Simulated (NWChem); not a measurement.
System: CH4BClOS; SMILES O(C)B(S)Cl

The following NWChem deck was run.

```
start job
memory heap 200 mb stack 900 mb global 1100 mb
geometry units angstroms noautosym nocenter noautoz
  B     -0.131735    -0.152106     0.068545
  Cl    -0.355926    -1.901877     0.315936
  O     -1.207726     0.631265     0.244256
  C     -1.185899     2.049981     0.082434
  H     -0.903524     2.319326    -0.941152
  H     -2.194635     2.412869     0.287881
  H     -0.483226     2.509807     0.785881
  S      1.496071     0.543592    -0.404462
  H      2.169853    -0.622024    -0.440129
end
basis spherical
  * library 6-311g**
end
dft
  xc b3lyp
  iterations 150
end
property
  shielding 8 1 2 3 4 5 6 8 9
end
task dft property
```

Output (shortened):

```
             Northwest Computational Chemistry Package (NWChem) 7.3.0
             --------------------------------------------------------

                             Geometry "geometry" -> ""
                             -------------------------

 Output coordinates in angstroms (scale by  1.889725989 to convert to a.u.)

  No.       Tag          Charge          X              Y              Z
 ---- ---------------- ---------- -------------- -------------- --------------
    1 B                    5.0000    -0.13173500    -0.15210600     0.06854500
    2 Cl                  17.0000    -0.35592600    -1.90187700     0.31593600
    3 O                    8.0000    -1.20772600     0.63126500     0.24425600
    4 C                    6.0000    -1.18589900     2.04998100     0.08243400
    5 H                    1.0000    -0.90352400     2.31932600    -0.94115200
    6 H                    1.0000    -2.19463500     2.41286900     0.28788100
    7 H                    1.0000    -0.48322600     2.50980700     0.78588100
    8 S                   16.0000     1.49607100     0.54359200    -0.40446200
    9 H                    1.0000     2.16985300    -0.62202400    -0.44012900

 Effective nuclear repulsion energy (a.u.)     259.7174845607

                              NWChem Property Module
                              ----------------------

  itol2e modified to match energy
  convergence criterion.

                                 NWChem DFT Module
                                 -----------------

 Summary of "ao basis" -> "ao basis" (spherical)
 ------------------------------------------------------------------------------
       Tag                 Description            Shells   Functions and Types
 ---------------- ------------------------------  ------  ---------------------
 B                          6-311g**                 8       18   4s3p1d
 Cl                         6-311g**                12       26   6s5p1d
 O                          6-311g**                 8       18   4s3p1d
 C                          6-311g**                 8       18   4s3p1d
 H                          6-311g**                 4        6   3s1p
 S                          6-311g**                12       26   6s5p1d

  itol2e modified to match energy
  convergence criterion.

[...]

          -----------------------------------------
          Chemical Shielding Tensors (GIAO, in ppm)
          -----------------------------------------

                                NWChem CPHF Module
                                ------------------

  scftype          =     RHF
  nclosed          =       28
  nopen            =        0
  variables        =     2856
  # of vectors     =        3
  tolerance        = 0.10D-03
  level shift      = 0.00D+00
  max iterations   =       50
  max subspace     =       30

 SCF residual:    1.8230089027748762E-005

Iterative solution of linear equations
  No. of variables     2856
  No. of equations        3
  Maximum subspace       30
        Iterations       50
       Convergence  1.0D-04

   iter   nsub   residual    time
   ----  ------  --------  ---------
     1      3    3.59D-01      95.6
     2      6    1.26D-02     115.3
     3      9    9.10D-04     134.7
     4     12    4.59D-05     153.2

      Atom:    1  B
        Diamagnetic
    204.8318      2.2869     -5.3625
      2.2869    211.1814     -3.5693
     -5.3625     -3.5693    185.5435

        Paramagnetic
   -135.3683     -1.9631      7.8541
     -1.9631   -173.2810      8.1104
      7.8541      8.1104   -106.8061

        Total Shielding Tensor
     69.4635      0.3238      2.4916
      0.3238     37.9004      4.5411
      2.4916      4.5411     78.7374

           isotropic =      62.0338
          anisotropy =      26.7156

          Principal Components and Axis System
                 1           2           3
               79.8442     68.8557     37.4015

      1         0.2352      0.9719     -0.0016
      2         0.1064     -0.0242      0.9940
      3         0.9661     -0.2340     -0.1091

      Atom:    2  Cl
        Diamagnetic
   1145.8265      1.7803     -0.5078
      1.7803   1153.9588     -1.4706
     -0.5078     -1.4706   1144.8325

        Paramagnetic
   -498.6282    130.7867     12.7640
    130.7867   -227.3360    -49.4419
     12.7640    -49.4419   -384.6792

        Total Shielding Tensor
    647.1984    132.5670     12.2562
    132.5670    926.6228    -50.9124
     12.2562    -50.9124    760.1533

           isotropic =     777.9915
          anisotropy =     314.4482

          Principal Components and Axis System
                 1           2           3
              987.6236    757.5273    588.8235

      1         0.3507      0.2352      0.9065
      2         0.9177      0.1065     -0.3827
      3        -0.1865      0.9661     -0.1786

      Atom:    3  O
        Diamagnetic
    384.2227    -18.2911     -2.5559
    -18.2911    410.9373     -0.5618
     -2.5559     -0.5618    366.1344

        Paramagnetic
   -175.4837     -6.7362     33.3097
     -6.7362   -424.1065     43.7911
     33.3097     43.7911    -54.6841

        Total Shielding Tensor
    208.7391    -25.0274     30.7539
    -25.0274    -13.1691     43.2294
     30.7539     43.2294    311.4503

           isotropic =     169.0067
          anisotropy =     232.0466

          Principal Components and Axis System
                 1           2           3
              323.7045    205.7668    -22.4511

      1         0.2352      0.9639      0.1248
      2         0.1065     -0.1532      0.9824
      3         0.9661     -0.2178     -0.1387

      Atom:    4  C
        Diamagnetic
    244.3777     -1.5897     -0.4175
     -1.5897    257.9873     -1.3826
     -0.4175     -1.3826    242.1978

        Paramagnetic
   -144.2553     -3.4419      0.4596
     -3.4419    -76.7032     -6.5758
      0.4596     -6.5758   -143.3096

[...]
```

Level: B3LYP/6-311G** (spherical d), GIAO. Coordinates come from a B3LYP/6-31G* (spherical d) optimisation. B3LYP is NWChem's, with the RPA form of VWN correlation. The output numbers the shielded atoms by their place in the input's list. The printed shielding anisotropy is the first printed principal value minus the mean of the other two.
